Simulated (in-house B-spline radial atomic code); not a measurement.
# OEP/ALDAx excitations of the magnesium ion Mg⁸⁺

Method: OEP/ALDAx. Computed with an all-electron radial atomic-structure program (B-spline basis): linear response of the closed shell [He] 2s2 with the adiabatic LDA exchange kernel on the exchange-only optimised effective potential; scalar-relativistic (spin-free one-electron X2C), finite nucleus, no spin-orbit coupling, no double excitations, S, P, D and F terms only.

Command:
```bash
python run_td.py task.json out
```
Settings (radii: box in bohr, nucleus in fm):
```
Z                        12
electrons                4
configuration            [He] 2s2
hamiltonian              x2c
method                   oep
box_radius               11.59
rms_radius               3.057
intervals                103
```

Cost of the run: 0.5 s on 1 thread of Arm Neoverse N1 (shared host).

The lowest states, in the order of their Tamm-Dancoff energies; the method's threshold (minus the highest occupied level) is 324.26 eV. Labels give the largest channel, * marks a mixed state, and oscillator strengths are full-response dipole values. Semilocal kernels can invert the small singlet-triplet splittings of Rydberg terms. Energies in eV:

```tsv
state	full response	Tamm-Dancoff	oscillator strength
2s → 2p 3P	15.092	16.728	-
2s → 2p 1P	32.55	34.18	0.315
2s → 3s 3S	186.69	186.71	-
2s → 3s 1S	190.57	190.61	-
2s → 3p 3P	193.43	193.45	-
2s → 3p 1P	194.84	194.84	0.566
2s → 3d 3D	197.03	197.07	-
2s → 3d 1D	?	?	-
2s → 4s 3S	249.39	249.40	-
2s → 4s 1S	?	?	-
2s → 4p 3P	252.13	252.14	-
2s → 4p 1P	252.61	252.61	0.154
2s → 4d 3D	253.69	253.70	-
2s → 4f 3F	254.61	254.62	-
2s → 4d 1D	254.72	254.72	-
2s → 4f 1F	254.80	254.80	-
```

**Question.** Where does 2s → 4s 1S lie?

**Answer.** At 250.62 eV in full response, 250.63 eV in Tamm-Dancoff.

**Question.** Where does 2s → 3d 1D lie?

**Answer.** At 200.19 eV in full response, 200.19 eV in Tamm-Dancoff.

**Question.** How large is the singlet-triplet splitting of 2s → 2p (P terms) in Tamm-Dancoff?

**Answer.** 17.5 eV, from the unrounded values.

**Question.** What polarisabilities and dispersion coefficient does the method give?

**Answer.** Dipole 0.2374 bohr³, quadrupole 0.02616 bohr⁵, C6 0.05726 hartree·bohr⁶ for two such species.
